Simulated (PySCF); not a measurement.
## Radial density of P⁺ (phosphorus, charge +1)

TPSS, [Ne] 3s2 3p2, high-spin 3P determinant. Computed with PySCF 2.14 in x2c-SVPall, with scalar relativity by spin-free X2C-1e.

| r (bohr) | 4πr²ρ (e/bohr) | 4πr²(ρα − ρβ) |
| --- | --- | --- |
| 0.00172 | 0.08017 | 0.0000 |
| 0.00289 | 0.2233 | 0.0000 |
| 0.00486 | 0.6056 | 0.0000 |
| 0.00818 | 1.546 | 0.0001 |
| 0.0138 | 3.583 | 0.0003 |
| 0.0231 | 7.561 | 0.0009 |
| 0.0389 | 13.20 | 0.0031 |
| 0.0654 | 17.15 | 0.0131 |
| 0.110 | 14.25 | 0.0504 |
| 0.185 | 10.77 | 0.1429 |
| 0.311 | 15.25 | 0.2013 |
| 0.524 | 12.59 | 0.0435 |
| 0.881 | 3.368 | 0.1757 |
| 1.48 | 2.390 | 1.0309 |
| 2.49 | 1.242 | 0.6590 |
| 4.19 | 0.1200 | 0.0957 |
| 7.05 | 0.0001540 | 0.0001 |

Densities and radii are taken from the X2C orbitals without a picture-change correction, which distorts them close to the nucleus.
